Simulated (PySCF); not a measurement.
# Bond lengths and vibrations by method: BFH3NSi

These are calculations, not measurements. They come from PySCF 2.14.0, an open-source quantum chemistry program, on an isolated molecule that a program drew, which may never have been made. The molecule is BFH3NSi (charge 0, singlet), drawn as the SMILES string `FBN[SiH]`.

The geometry was optimised and harmonic frequencies were computed with HF and MP2, all in the cc-pV(D+d)Z basis, for the commonest isotopes, with a restricted reference for singlets and an unrestricted one otherwise, and a frozen core in MP2. Each result is a local minimum of its method.

Geometry at the HF minimum:
```xyz
7
BFH3NSi, angstrom
F    -1.4081   -0.8380    1.4057
B    -0.9108   -1.2048    0.2206
N    -1.7249   -1.0927   -0.9333
Si   -1.2258   -1.5275   -2.5434
H     0.2091   -1.6174    0.1714
H    -2.6491   -0.7323   -0.7669
H    -2.5394   -1.1583   -3.2120
```

Lengths of the bonds as drawn, in Å (atoms numbered as above):
```
bond,HF,MP2
F1-B2,1.337,1.350
B2-N3,1.417,1.431
N3-Si4,1.741,1.760
B2-H5,1.194,1.202
N3-H6,1.006,1.022
Si4-H7,1.519,1.524
```

Rotational constants, in GHz:
```
constant,HF,MP2
A,44.18,42.56
B,2.518,2.484
C,2.382,2.347
```

Harmonic frequencies in cm^-1, each column in rising order, so a row needn't be the same motion in every method:
| rank | HF | MP2 |
|---|---|---|
| 1 | 143 | 127 |
| 2 | 232 | 213 |
| 3 | 381 | 385 |
| 4 | 428 | 409 |
| 5 | 839 | 794 |
| 6 | 842 | 800 |
| 7 | 953 | 902 |
| 8 | 1004 | 950 |
| 9 | 1156 | 1107 |
| 10 | 1203 | 1150 |
| 11 | 1282 | 1182 |
| 12 | 1507 | 1433 |
| 13 | 2116 | 2084 |
| 14 | 2774 | ? |
| 15 | 3775 | 3581 |

**Estimate the missing MP2 frequency from the HF column.**

A single factor s that minimises the squared misfit of MP2 against s times HF over the other rows is sum(HF x MP2) / sum(HF^2) = 0.9537, with an rms misfit of 23 cm^-1. For rank 14 it gives 0.9537 x 2774 = 2646 cm^-1. The calculation gives 2715 cm^-1, 69 cm^-1 above the estimate. The drawn bonds are on average 0.9 % longer in MP2 than in HF.
